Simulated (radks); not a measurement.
Fractional charge and spin in the 5p shell of gold: the spin-up occupation runs from 2 to 3 and the spin-down occupation from 2 to 3; the fullest corner is Au+, [Kr] 4d10 4f14 5s2 5d10 5p(up 3, down 3). Calculated with a radial shooting solver on a logarithmic mesh with Libxc functionals: scalar-relativistic Kohn-Sham, r2SCAN, spin-polarised, spherical densities, finite nucleus; meta-GGA in the generalised Kohn-Sham scheme; Fermi nuclear charge, rms radius of each element as measured or else 0.836 A^(1/3) + 0.57 fm. Energy (eV) above the fullest corner. The planes named below are the two flat planes that join the four corners, with an edge along up + down = one added electron.

| down \ up | 2 | 2.25 | 2.5 | 2.75 | 3 |
|---|---|---|---|---|---|
| 2 | 169.492 | 144.828 | 121.148 | 98.435 | 76.670 |
| 2.25 | 144.828 | 121.238 | 98.612 | 76.933 | 56.180 |
| 2.5 | 121.148 | 98.612 | 77.020 | 56.352 | 36.587 |
| 2.75 | 98.435 | 76.933 | 56.352 | 36.673 | 17.869 |
| 3 | 76.670 | 56.180 | 36.587 | 17.869 | 0.000 |

Corners above the fullest one (they belong to Au2+ and the next ion): (up 3, down 2) 76.670 eV, (up 2, down 3) 76.670 eV, (up 2, down 2) 169.49 eV. With half an added electron in each spin the energy lies 0.350 eV from the planes, and with half an added electron in spin up alone -1.933 eV. The planes are only a guide here: the flat-plane condition holds for ground states with one frontier orbital, while this shell lies below other occupied shells, so the corners above the fullest one are inner-hole states and not the ground states of those ions.
